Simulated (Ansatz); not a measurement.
Ge13H20, a cluster cut from cubic germanium. The state is a triplet with charge 0. Geometry PBE-D4/def2-SVP, that of the neutral singlet; atoms count from 1.

```xyz
33

Ge   -0.298    1.723    3.187
Ge   -0.558    0.677   -3.915
Ge   -2.541    0.610    0.137
Ge    1.278    1.816   -0.472
Ge    2.511   -0.922    2.201
Ge    0.334   -2.009   -1.000
Ge   -1.253   -2.149    2.650
Ge    0.977    2.261   -2.860
Ge   -0.772    2.154    0.823
Ge    0.447   -0.591    3.475
Ge    0.016   -1.643   -3.399
Ge   -1.722   -1.690    0.290
Ge    2.060   -0.485   -0.164
H    -1.579    1.979    4.036
H     0.813    2.691    3.694
H    -0.521    0.881   -5.459
H    -2.009    0.967   -3.435
H    -3.745    0.772    1.114
H    -3.047    0.934   -1.299
H     2.362    2.794    0.084
H     3.620    0.044    2.716
H     3.025   -2.382    2.381
H     0.813   -3.480   -0.779
H    -2.560   -2.001    3.486
H    -0.741   -3.610    2.818
H     0.466    3.717   -3.079
H     2.366    2.140   -3.556
H    -1.262    3.626    0.645
H     0.716   -0.867    4.988
H    -1.087   -2.596   -3.950
H     1.349   -1.995   -4.126
H    -2.818   -2.673   -0.229
H     3.360   -0.690   -1.005
```

Single mean-field runs in def2-TZVP are fitted with def2-universal-jkfit. At PBE0-D4/def2-TZVP a singlet of charge 0 lies 4.99 eV below the triplet at the same geometry.

Q: Estimate the Mulliken populations of the heavy atoms from the PBE0/def2-TZVP orbitals of Ansatz.

A: 
```
atom  charge (e)  spin (α − β)
 Ge1        0.03          0.04
 Ge2       -0.08          0.02
 Ge3       -0.01          0.00
 Ge4       -0.08          0.44
 Ge5        0.03          0.27
 Ge6       -0.08          0.00
 Ge7        0.03          0.00
 Ge8       -0.02          0.38
 Ge9       -0.10          0.04
Ge10       -0.13          0.01
Ge11        0.01          0.03
Ge12       -0.10          0.01
Ge13       -0.09          0.41
```
Mulliken values depend strongly on the basis.

Q: Where does the spin sit?

A: Summed by element: Ge 1.65, H 0.35, of 2 unpaired in all. Largest on single atoms: Ge4 0.44, Ge13 0.41, Ge8 0.38.

Q: And the Mayer bond orders between heavy atoms (over 0.3)?

A: Ge1–Ge9 0.83 (2.45 Å); Ge1–Ge10 0.86 (2.45 Å); Ge2–Ge8 0.87 (2.44 Å); Ge2–Ge11 0.86 (2.44 Å); Ge3–Ge9 0.85 (2.45 Å); Ge3–Ge12 0.86 (2.45 Å); Ge4–Ge8 0.40 (2.45 Å); Ge4–Ge9 0.88 (2.45 Å); Ge4–Ge13 0.78 (2.45 Å); Ge5–Ge10 0.86 (2.45 Å); Ge5–Ge13 0.60 (2.45 Å); Ge6–Ge11 0.83 (2.45 Å); Ge6–Ge12 0.84 (2.45 Å); Ge6–Ge13 0.86 (2.45 Å); Ge7–Ge10 0.85 (2.45 Å); Ge7–Ge12 0.86 (2.45 Å).
